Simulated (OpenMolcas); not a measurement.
Nd3+ with 6 ligands (fluoride) in trigonal antiprismatic coordination (D3d), a polar angle of 55.3° against the regular 54.74°. A charge of +0.5 e stands 3.2 Å behind each ligand. Ligand basis ANO-RCC-VDZP.

```yaml
Program: OpenMolcas 26.06
Method: CASSCF
Basis: ANO-RCC-VDZP [7s6p4d2f1g]
Scalar_Hamiltonian: DKH2, point nucleus
Active_space: 3 electrons in 7 orbitals (4f)
State_averaging: 2S+1 = 4 odd, 35 roots (30 in the spin-orbit step); 2S+1 = 2 odd, 43 roots kept (CI in the orbitals of an earlier block)
Spin-orbit_coupling: state interaction with AMFI integrals over the reference wave functions
```

All ligands move together. At R = 2.2 Å the width of the lowest J multiplet is 556 cm-1, and at R = 2.29 Å it is 403 cm-1.

**Question.** A third run gives 251 cm-1. What distance was it run at?

**Answer.** With a power law R^-n the two known points give n = -ln(403 / 556) / ln(2.29 / 2.2) = 8.03. Then R = 2.2 × (556 / 251)^(1/8.03) = 2.429 Å. The run was at 2.43 Å, so the estimate is off by -0.001 Å.

High states are left out of the spin-orbit mixing, which shifts the levels that they would mix with. Without dynamic correlation the ligand-field splitting of an f shell can come out too small, at times by half. A group larger than the point group allows holds several states that coincide in this model. No measured value stands beside these numbers; the geometry was imposed, not optimised, and the real ion may take another.
